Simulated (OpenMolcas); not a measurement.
Levels of Ca by method

```json
{"Program": "OpenMolcas", "Basis": "ANO-RCC-VDZP [5s4p1d]", "Scalar Hamiltonian": "DKH4, point nucleus", "Active space": "2 electrons in 9 orbitals (3d 4s 4p)", "State averaging": "2S+1 = 3 even, 3 roots (0 in the spin-orbit step); 2S+1 = 1 even, 1 root; 2S+1 = 3 odd, 3 roots", "Spin-orbit coupling": "state interaction with AMFI integrals over the reference wave functions, term energies averaged over their components"}
```

Methods on the same reference wave functions:
A. CASSCF
B. SS-CASPT2, IPEA 0.25 Eh, imaginary shift 0.1 Eh (closed shells correlated: 3s 3p)

Energies in cm⁻¹ above 4s² ¹S₀, the measured ground level; measured values from NIST Handbook of Basic Atomic Spectroscopic Data.

| Level | A | B | Measured |
| --- | --- | --- | --- |
| 4s² ¹S₀ | 0.0 | 0.0 | 0.0 |
| 4s 4p ³P°₀ | 14447 | 15520 | 15158 |
| 4s 4p ³P°₁ | 14487 | 15559 | 15210 |
| 4s 4p ³P°₂ | 14566 | 15638 | 15316 |

Deviations, from unrounded energies. A percentage is the sum of absolute deviations over the sum of measured energies, with the sign that they share, or ± where signs differ.

| Against measurement | Levels | A | B |
| --- | --- | --- | --- |
| mean absolute deviation (cm-1) | 3 | 730 | 340 |
| other configurations (%) | 3 | -4.8 | +2.3 |

B lies closest to measurement on these levels. The largest miss of B in the table is 4s 4p ³P°₀, by +360 cm-1. The ranking rests on the paired levels alone, and a cruder setting can come out closer through cancelling errors.

The lowest spin-free term lies below A's lowest term by 0.169 hartree in B.

Some high roots are left out of the spin-orbit mixing, which shifts the levels that they would mix with. Without dynamic correlation excited terms often stand tens of per cent too high (terms of higher spin than the ground term too low), and those without a measured partner can miss by more than the paired ones (holds for A). Measured partners are found by configuration, term and J. A level has none where our copy of the source lacks it or the pairing is in doubt (some pairs that miss far off the trend of their configuration count as doubtful), and it then counts in no deviation. Only configurations of the active space appear.

° marks odd parity.
